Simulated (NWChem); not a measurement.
Molecule: SnHCl3; SMILES [Cl][SnH]([Cl])[Cl]

def2 effective core potentials on Sn; no spin-orbit coupling.

Q: Give the equilibrium geometry at PBE0/def2-SVP with def2 effective core potentials on Sn (NWChem) as an XYZ file, with the point group.

A: point group C3v; any orientation.
```
5

Sn     0.0000     0.0000     0.4126
Cl    -2.0785    -0.6205    -0.4340
Cl     0.5019     2.1103    -0.4340
Cl     1.5766    -1.4898    -0.4340
H      0.0000     0.0000     2.1108
```
